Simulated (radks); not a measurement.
The numbers below are computed, except where a source is named.
Problem. Tb4+, configuration [Xe] 4f7 (the NIST ground configuration). Code: a radial shooting solver on a logarithmic mesh with Libxc functionals. Model: Dirac Kohn-Sham, LDA (Slater exchange, Perdew-Wang correlation), spin-unpolarised, spherical densities, point nucleus; open shells fill j = l - 1/2 first. Some entries of the table are withheld. Estimate them.

orbital  occ.  eigenvalue (eV)  r(max) (bohr)
1s1/2       2              (1)        0.01365
2s1/2       2        -8629.999        0.07773
2p1/2       2        -8206.214            (2)
2p3/2       4        -7460.582            (3)
3s1/2       2        -1956.813         0.2202
3p1/2       2              (4)            (5)
3p3/2       4              (6)            (7)
3d3/2       4              (8)         0.1743
3d5/2       6              (9)         0.1778
4s1/2       2        -430.3733         0.5047
4p1/2       2             (10)         0.5082
4p3/2       4             (11)         0.5348
4d3/2       4        -203.7443         0.5404
4d5/2       6        -197.4188         0.5490
5s1/2       2         -93.2588          1.155
5p1/2       2         -72.2224          1.245
5p3/2       4         -66.8415          1.316
4f5/2       6         -54.9629         0.5403
4f7/2       1         -54.0468         0.5450

Solution. 
(1) 1s1/2 eigenvalue (eV): -51809.97
(2) 2p1/2 r(max) (bohr): 0.05860
(3) 2p3/2 r(max) (bohr): 0.06453
(4) 3p1/2 eigenvalue (eV): -1772.244
(5) 3p1/2 r(max) (bohr): 0.2074
(6) 3p3/2 eigenvalue (eV): -1618.432
(7) 3p3/2 r(max) (bohr): 0.2200
(8) 3d3/2 eigenvalue (eV): -1299.423
(9) 3d5/2 eigenvalue (eV): -1265.848
(10) 4p1/2 eigenvalue (eV): -357.9955
(11) 4p3/2 eigenvalue (eV): -323.2750
